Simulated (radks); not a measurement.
Values are calculated unless marked as measured or tabulated.
Task: Radial electron density D(r) = 4 pi r^2 rho(r) of an atom or ion with 2 electrons. Code: a radial shooting solver on a logarithmic mesh with Libxc functionals. Model: scalar-relativistic Kohn-Sham, SCAN, spin-polarised, spherical densities, finite nucleus; meta-GGA in the generalised Kohn-Sham scheme; Fermi nuclear charge, rms radius of each element as measured or else 0.836 A^(1/3) + 0.57 fm.

```
   r/bohr * D(r) (the largest magnitude, 33.5, reaches the edge; | marks zero)
 0.003731 |    *
 0.004343 |     *
 0.005056 |       *
 0.005886 |         *
 0.006798 |            *
 0.007914 |               *
 0.009213 |                   *
  0.01073 |                       *
  0.01249 |                            *
  0.01454 |                                  *
  0.01692 |                                       *
   0.0197 |                                             *
  0.02293 |                                                 *
  0.02649 |                                                    *
  0.03083 |                                                      *
   0.0359 |                                                     *
  0.04179 |                                                  *
  0.04865 |                                            *
  0.05664 |                                    *
  0.06593 |                           *
  0.07676 |                   *
  0.08936 |           *
   0.1032 |      *
   0.1201 |  *
   0.1399 |*
   0.1628 *
   0.1895 *
```

What is the nuclear charge?

Result: Z = 31. The innermost maximum, from 1s, lies near gamma/Z bohr with gamma = sqrt(1 - (Z/c)^2) = 0.974, here 0.0314 bohr (found: 0.0316), and its height grows with Z. The density is that of the gallium ion Ga29+ in [He]; the configuration itself is not fixed sharply by these data, and Z only to about a unit. D(r) has 1 maximum, at r = 0.0316 bohr.
